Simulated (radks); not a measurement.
Spin polarisation of the 3d2 shell in Ti2+. Start: [Ar] 3d(up 1, down 1); electrons of 3d are moved from spin down to spin up, other shells keep equal spins. Method: scalar-relativistic Kohn-Sham, r2SCAN, spin-polarised, spherical densities, finite nucleus; meta-GGA in the generalised Kohn-Sham scheme; Fermi nuclear charge, rms radius of each element as measured or else 0.836 A^(1/3) + 0.57 fm; computed with a radial shooting solver on a logarithmic mesh with Libxc functionals.

moment (Bohr magnetons)  E - E(0) (eV)  e(3d up) (eV)  e(3d down) (eV)  3p down minus up (eV)  3s down minus up (eV)  2p down minus up (eV)
0                                0.000        -19.210          -19.210                  0.000                  0.000                 0.000
0.5                             -0.077        -19.502          -18.883                  0.612                  0.607                  0.148
1                               -0.310        -19.761          -18.513                  1.226                  1.215                  0.295
1.5                             -0.704        -19.993          -18.085                  1.843                  1.826                  0.442
2                               -1.274        -20.207          -17.506                  2.470                  2.443                  0.589

At moment 2 the spin-polarisation energy is -1.274 eV and the 3d exchange splitting 2.701 eV, that is 1.350 eV per Bohr magneton; E = -I m^2/4 would give I = 1.274 eV.
